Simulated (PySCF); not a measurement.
**BAs at PBE0**

Level: PBE0. basis B pcseg-1, As pcseg-1; no relativity; PySCF 2.14.

For BAs, the state is ³Σ⁻ (triplet), unpaired electrons π ↑↑, a second solution, started from another occupation. The bond length is 2.090 Å, the harmonic wavenumber is 545 cm⁻¹ and the force constant is 1.68 mdyn/Å. The rotational constant Be is 0.4021 cm⁻¹. The anharmonicity ωexe is 3.01 cm⁻¹, the vibration–rotation constant αe is 0.00346 cm⁻¹ and the energy of the minimum from ground-state B + As is -2.25 eV. The bond order (Mayer) is 1.21. The dipole moment (positive dipole means B(−)As(+)) is 1.62 D.

Spin–orbit coupling is left out.
